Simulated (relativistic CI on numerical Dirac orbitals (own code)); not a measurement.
# How well does a small relativistic CI reproduce Sr²⁺?

Computed by Dirac-Coulomb-Breit CI, KLI orbitals optimised for each configuration, QED by a radiative potential, valence Slater integrals scaled by 0.85, P86 correlation energy added to each configuration (own radial code, finite nucleus).

CI space (outside the closed core [Ar] 3d10): 4s²4p⁶, 4s²4p⁵4d, 4s²4p⁵5s, 4s4p⁶4d, 4s²4p⁵5p, 4s²4p⁵6s, 4s²4p⁵5d, 4s²4p⁵4f, 4s²4p⁵6p, 4s²4p⁵6d, 4s²4p⁵5f, 4s²4p⁵5g, 4s²4p⁵6f, 4s4p⁶5s, 4p⁶4d², 4p⁵4d³, 4p⁵4d²5s, 4p⁵4d²5p, 4p⁵4d²6s, 4p⁵4d²5d. Double excitations out of closed p, d and f shells are left out; levels of such configurations are missing from the list, as are those of other unlisted configurations, and high levels can miss mixing partners. These lack a partner that the ground configuration has and come out too high: 4s²4p⁵4f, 4s²4p⁵6p, 4s²4p⁵6d, 4s²4p⁵5f, 4s²4p⁵5g.

| Configuration | Term (tabulated) | J | Measured (cm⁻¹) | Computed | Error | Purity (%) |
| --- | --- | --- | --- | --- | --- | --- |
| 4s²4p⁶ | 1S | 0 | 0.0 | 0 | 0 | 100 |
| 4s²4p⁵4d | 2[1/2]° | 0 | 176434.8 | 177518 | 1084 | 99 |
| 4s²4p⁵4d | 2[1/2]° | 1 | 177698.2 | 178754 | 1056 | 97 |
| 4s²4p⁵4d | 2[3/2]° | 2 | 180213.5 | 181222 | 1008 | 90 |
| 4s²4p⁵4d | 2[7/2]° | 4 | 183123.4 | 184064 | 941 | 100 |
| 4s²4p⁵4d | 2[7/2]° | 3 | 185105.9 | 186226 | 1120 | 88 |
| 4s²4p⁵4d | 2[5/2]° | 2 | 187564.7 | 188862 | 1298 | 77 |
| 4s²4p⁵5s | 2[3/2]° | 2 | 192655.9 | 195790 | 3135 | 95 |
| 4s²4p⁵4d | 2[5/2]° | 3 | 193106.3 | 194360 | 1254 | 61 |
| 4s²4p⁵5s | 2[3/2]° | 1 | 194411.5 | 197554 | 3142 | 47 |
| 4s²4p⁵4d | 2[5/2]° | 2 | 196290.1 | 198137 | 1847 | 48 |
| 4s²4p⁵4d | 2[3/2]° | 1 | 197226.0 | 198679 | 1453 | 90 |
| 4s²4p⁵4d | 2[3/2]° | 2 | 198738.1 | 200327 | 1589 | 55 |
| 4s²4p⁵4d | 2[5/2]° | 3 | 199916.0 | 201269 | 1353 | 54 |
| 4s²4p⁵5s | 2[1/2]° | 0 | 202081.3 | 205370 | 3289 | 99 |
| 4s²4p⁵5s | 2[1/2]° | 1 | 203342.0 | 206640 | 3298 | 50 |
| 4s²4p⁵5p | 2[1/2] | 1 | 221795.4 | 222918 | 1123 | 88 |
| 4s²4p⁵5p | 2[5/2] | 2 | 225310.7 | 227185 | 1874 | 57 |
| 4s²4p⁵5p | 2[5/2] | 3 | 225843.1 | 227552 | 1709 | 100 |
| 4s²4p⁵5p | 2[3/2] | 1 | 227495.4 | 229293 | 1798 | 47 |
| 4s²4p⁵5p | 2[3/2] | 2 | 228539.0 | 230151 | 1612 | 69 |
| 4s²4p⁵4d | 2[3/2]° | 1 | 228708.7 | 231869 | 3161 | 79 |
| 4s²4p⁵5p | 2[1/2] | 0 | 232236.6 | 233942 | 1706 | 75 |
| 4s²4p⁵5p | 2[3/2] | 1 | 234753.4 | 236749 | 1995 | 67 |
| 4s²4p⁵5p | 2[3/2] | 2 | 236636.5 | 238421 | 1784 | 40 |
| 4s²4p⁵5p | 2[1/2] | 1 | 236855.6 | 238494 | 1639 | 65 |
| 4s²4p⁵5p | 2[1/2] | 0 | 241000.5 | 243085 | 2085 | 72 |
| 4s²4p⁵5d | 2[1/2]° | 0 | 268448.6 | 269135 | 686 | 99 |
| 4s²4p⁵6s | 2[3/2]° | 2 | 268660.4 | 269388 | 727 | 95 |
| 4s²4p⁵5d | 2[1/2]° | 1 | 268961.0 | 269621 | 660 | 77 |
| 4s²4p⁵6s | 2[3/2]° | 1 | 269388.3 | 270241 | 853 | 55 |
| 4s²4p⁵5d | 2[7/2]° | 4 | 269810.7 | 270259 | 449 | 100 |
| 4s²4p⁵5d | 2[3/2]° | 2 | 270011.5 | 270591 | 580 | 60 |
| 4s²4p⁵5d | 2[7/2]° | 3 | 270340.6 | 270749 | 409 | 62 |
| 4s²4p⁵5d | 2[5/2]° | 2 | 271165.0 | 271547 | 382 | 45 |
| 4s²4p⁵5d | 2[5/2]° | 3 | 271723.4 | 272010 | 286 | 65 |
| 4s²4p⁵5d | 2[3/2]° | 1 | 275109.5 | 276609 | 1499 | 77 |
| 4s²4p⁵6s | 2[1/2]° | 0 | 278375.2 | 279216 | 841 | 100 |
| 4s²4p⁵6s | 2[1/2]° | 1 | 278706.2 | 279603 | 897 | 61 |
| 4s²4p⁵5d | 2[5/2]° | 2 | 279794.6 | 280328 | 534 | 69 |
| 4s²4p⁵4f | 2[3/2] | 1 | 279824.2 | 283926 | 4102 | 89 |
| 4s²4p⁵5d | 2[3/2]° | 2 | 280126.4 | 280669 | 542 | 42 |
| 4s²4p⁵4f | 2[3/2] | 2 | 280180.6 | 284351 | 4170 | 79 |
| 4s²4p⁵5d | 2[5/2]° | 3 | 280523.9 | 280971 | 447 | 36 |
| 4s²4p⁵4f | 2[9/2] | 5 | 280662.3 | 285041 | 4379 | 100 |
| 4s²4p⁵4f | 2[9/2] | 4 | 280806.8 | 285261 | 4454 | 51 |
| 4s²4p⁵4f | 2[5/2] | 3 | 280920.7 | 285254 | 4334 | 57 |
| 4s²4p⁵4f | 2[5/2] | 2 | 281821.4 | 286196 | 4374 | 56 |
| 4s²4p⁵4f | 2[7/2] | 3 | 281886.4 | 286179 | 4292 | 39 |
| 4s²4p⁵4f | 2[7/2] | 4 | 281955.9 | 286231 | 4275 | 68 |
| 4s²4p⁵5d | 2[3/2]° | 1 | 284397.7 | 288171 | 3773 | 62 |
| 4s²4p⁵4f | 2[5/2] | 3 | 290733.5 | 294968 | 4234 | 41 |
| 4s²4p⁵4f | 2[7/2] | 3 | 290831.4 | 295271 | 4440 | 68 |
| 4s²4p⁵4f | 2[7/2] | 4 | 290926.6 | 295376 | 4449 | 37 |
| 4s²4p⁵4f | 2[5/2] | 2 | 291211.9 | 295572 | 4360 | 52 |
| 4s²4p⁵5f | 2[3/2] | 1 | 303474.5 | 306830 | 3356 | 98 |
| 4s²4p⁵5f | 2[9/2] | 5 | 304102.0 | 307670 | 3568 | 100 |
| 4s²4p⁵5g | 2[5/2]° | 2 | 305981.3 | 308339 | 2358 | 100 |
| 4s²4p⁵5g | 2[11/2]° | 6 | 306059.1 | 308415 | 2355 | 100 |

Measured levels from Sansonetti, J. Phys. Chem. Ref. Data 41, 013102 (2012); pairs were made by configuration, J and term (by order where the table uses no LS term), so strongly mixed levels may be paired wrongly.

Mean error by configuration (cm⁻¹): 4s²4p⁵4d 1430; 4s²4p⁵5s 3216; 4s²4p⁵5p 1732; 4s²4p⁵5d 854; 4s²4p⁵6s 830; 4s²4p⁵4f 4322; 4s²4p⁵5f 3462; 4s²4p⁵5g 2357. Over the excited levels the mean absolute error is 2145 cm⁻¹ (58 of the 69 excited levels that our extract of the source holds in range could be paired, and the others can miss by more), and the median relative error of those above 1,000 cm⁻¹ is 0.76 %.
